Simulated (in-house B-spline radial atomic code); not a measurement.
Results of a calculation; reference values are marked as such.
Al in an electron gas of r_s = 2.4: phase shifts, screening, friction and resistivity

A nucleus sits in a uniform electron gas with a rigid positive background. The Kohn-Sham equations are solved self-consistently in the spin-unpolarised LDA (PW92), non-relativistic, on B-splines with outgoing waves at the boundary and partial waves to l = 8. The model has no lattice, no bands and no magnetic solution. Atomic units; δ_l are the phase shifts at the Fermi level, counted so that each bound state adds π, and good to about 0.0005.

The density parameter is r_s = 2.4 bohr, near that of the valence electrons of In (3 per atom, density 7.31 g/cm³, mass 114.82 u, which gives r_s = 2.41).

```
l  δ_l (rad)
0     6.8736
1     4.0752
2     0.2281
3     0.0215
4     0.0029
5     0.0005
6     0.0001
7     0.0001
8     0.0001
```

Bound levels below the band bottom (hartree): s -54.7, s -3.521, p -2.148, s -0.02083.

Check the Friedel sum rule, and say where the screening charge sits.

k_F = (9π/4)^(1/3)/r_s = 0.79965. The rule is Z = (2/π) Σ (2l + 1) δ_l. The terms are s 4.376, p 7.783, d 0.726, f 0.096 and 0.023 beyond, in all 13.004 against Z = 13. Bound states hold 6 s, 6 p, 0 d electrons, so the scattering states carry 1.00 in all; where a term is smaller than its bound count, the bound level has drawn weight out of the band.

Find the transport cross section and the electronic stopping of a 2 keV Al ion (mass 26.98 u).

σ_tr = (4π/k_F²) Σ (l + 1) sin²(δ_l − δ_(l+1)). The terms for l = 0 to 3 are 0.1132, 0.8409, 0.1262, 0.0014, all together 1.0818, so σ_tr = 19.652 × 1.0818 = 21.259 bohr². With n = 3/(4π r_s³) = 0.01727, the friction coefficient is Q = n k_F σ_tr = 0.2936. For v well below v_F = 0.800, dE/dx = Q v; with 24801 eV per u at v = 1, v = √(2000/(24801 × 26.98)) = 0.0547, so dE/dx = 0.01605 hartree/bohr = 8.25 eV/nm. The largest term couples the p and d waves.

What residual resistivity would 1 atomic per cent of such centres give in In?

Δρ = k_F n_i σ_tr/n in atomic units of 21.74 μΩ·cm. With one host atom per 3 electrons, n_i/n = 0.01/3, so Δρ = 0.7996 × 0.00333 × 21.259 × 21.74 = 1.23 μΩ·cm. This is an atom added to the gas, as on an interstitial site.

On a substitutional site the background of one host ion, a sphere holding 3 charges, is taken out. The phase shifts for l = 0 to 4 become 6.5098, 3.3292, -0.0818, -0.0401, -0.0089. What follows?

The Friedel sum is now 10.00, for Z − 3 = 10. The sum in σ_tr is 0.1526, so σ_tr = 3.00 bohr² and Δρ = 0.17 μΩ·cm per atomic per cent, 0.14 times the value above. A real host ion scatters too, so this model doesn't give zero even for the host's own atom.
